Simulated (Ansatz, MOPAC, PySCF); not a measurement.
Torsion H4–C1–O2–Sn3 in CH4OSn (SMILES C[O][SnH]); at each angle all else is relaxed with GFN2-xTB, and the levels are single points there.
Geometry at 120° (charge 0, multiplicity 1):
```xyz
7

C     -0.75793    -0.32407     0.09883
O     -0.67103     1.00550    -0.34389
Sn    -1.64669     2.59422    -1.05379
H     -0.13165    -0.95564    -0.53551
H     -1.78467    -0.69175     0.06373
H     -0.39271    -0.38458     1.12679
H     -3.44706     1.96502    -1.10128
```

On the grid 0° to 120°, 60° is the highest and 120° the lowest point at MP2/CBS(def2-TZVPP, def2-QZVPP) + ΔCCSD(T)/def2-TZVPP.

Rows in STO-3G carry no dispersion term and start afresh at each structure; the Pople sets are all-electron and without relativity. The state reached by PM3 isn't checked.

Programs: Ansatz (Gaussian basis) for Hartree–Fock, density functionals and correlated methods; MOPAC for PM3 (differences of heats of formation); PySCF for STO-3G rows, the dispersion terms. Each number belongs to the level named beside it. In def2 rows elements past Kr take small-core potentials, without spin–orbit coupling.

### Question
Give the energy at 60° less that at 120° at the level PM3.

### Answer
8 kJ/mol

Ansatz is a quantum-chemistry and plane-wave program.
